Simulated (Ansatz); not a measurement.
Cost and result up the ladder for Si31H36, a nanocrystal cut from cubic silicon (67 atoms). The state is a singlet with charge 0. Geometry: PBE-D4/def2-SVP.

Cartesian coordinates in Å:
```
Si -2.813 1.556 -3.465
Si 1.190 0.533 -4.518
Si -4.401 -0.448 -0.724
Si -2.559 -3.246 1.131
Si 2.897 -2.165 -2.493
Si 1.089 -4.067 0.252
Si -0.750 -1.257 -1.639
Si 0.250 2.367 -1.164
Si -1.552 0.433 1.692
Si 2.076 -0.367 0.804
Si -3.336 3.255 -0.124
Si 3.896 1.482 -2.107
Si 2.915 3.407 1.586
Si 0.288 -2.379 3.588
Si 1.236 1.262 4.207
Si -2.842 -0.586 -2.485
Si 0.818 -1.490 -3.377
Si -1.852 3.080 -1.947
Si 1.794 2.163 -2.929
Si -0.986 -3.363 -0.615
Si -4.652 -2.549 0.309
Si -3.632 1.129 0.846
Si -1.779 -1.680 2.704
Si 2.676 -4.272 -1.471
Si 3.640 -0.550 -0.944
Si 1.839 -2.478 1.821
Si 0.006 0.309 -0.061
Si 1.076 4.056 0.255
Si -0.884 1.898 3.407
Si 2.765 1.205 2.416
Si 1.048 -0.858 5.213
H -4.245 1.968 -3.712
H -2.093 1.572 -4.788
H 2.352 0.344 -5.464
H -0.008 0.954 -5.329
H -5.724 0.015 -1.291
H -2.673 -4.602 1.789
H 3.895 -2.232 -3.628
H 0.900 -5.389 0.961
H -4.660 3.794 -0.609
H -2.792 4.206 0.913
H 4.823 1.254 -3.276
H 4.508 2.542 -1.227
H 4.184 3.580 0.793
H 2.990 4.338 2.774
H 0.133 -3.762 4.179
H 1.725 2.274 5.219
H -3.311 -1.616 -3.487
H 0.316 -2.552 -4.328
H -1.695 4.432 -2.606
H 1.926 3.514 -3.595
H -1.455 -4.347 -1.664
H -5.175 -3.548 -0.695
H -5.644 -2.456 1.443
H -4.611 1.213 1.996
H -2.788 -1.540 3.823
H 2.224 -5.289 -2.490
H 4.000 -4.722 -0.904
H 4.964 -0.991 -0.362
H 3.190 -2.899 2.354
H -0.034 4.544 1.149
H 1.500 5.214 -0.616
H -0.872 3.329 2.934
H -1.900 1.783 4.518
H 4.118 0.789 2.947
H 0.081 -0.796 6.369
H 2.392 -1.298 5.740
```

Ansatz on 4 threads of AMD EPYC 7R13 on a shared host and a share (37 GiB) of an NVIDIA H100 80GB HBM3. Times are rough, and most runs start from the orbitals of an earlier one. PBE0-D4/def2-SVP serves as the yardstick here, not as an exact answer. Differences are given only for rows in sets of like size (and for xTB, whose basis is part of the method), since another set adds its own error. Binding counts from free atoms at the same level (Si triplet, H doublet; other spins of the atoms weren't run), without zero-point energy or a counterpoise term.

Correlated methods freeze 155 core orbitals. The rows differ in basis, and correlated rows in double-zeta sets carry the largest basis error. Single mean-field runs in def2-SVP, def2-mTZVP are fitted with def2-universal-jkfit.

Correlated methods converge slowly with the basis, most of all in double-zeta sets.

```json
{"level": "PBE-D4/def2-SVP", "functions": "738", "wall time": "5 s", "binding energy per atom (eV)": "3.40", "difference from PBE0-D4/def2-SVP (eV)": "0.00"}
{"level": "revPBE-D4/def2-SVP", "functions": "738", "wall time": "6 s", "binding energy per atom (eV)": "3.36", "difference from PBE0-D4/def2-SVP (eV)": "-0.04"}
{"level": "LDA (SPW92)/def2-SVP", "functions": "738", "wall time": "6 s", "binding energy per atom (eV)": "3.76", "difference from PBE0-D4/def2-SVP (eV)": "0.37"}
{"level": "r2SCAN-D4/def2-SVP (with forces)", "functions": "738", "wall time": "8 s", "binding energy per atom (eV)": "3.40", "difference from PBE0-D4/def2-SVP (eV)": "0.00"}
{"level": "r2SCAN-D4/def2-mTZVP", "functions": "790", "wall time": "9 s", "binding energy per atom (eV)": "3.34", "difference from PBE0-D4/def2-SVP (eV)": "–"}
{"level": "PBE0-D4/def2-SVP (with forces)", "functions": "738", "wall time": "9.5 s", "binding energy per atom (eV)": "3.40", "difference from PBE0-D4/def2-SVP (eV)": "0.00"}
{"level": "MP2/def2-SVP", "functions": "738", "wall time": "13 s", "binding energy per atom (eV)": "3.13", "difference from PBE0-D4/def2-SVP (eV)": "-0.27"}
```
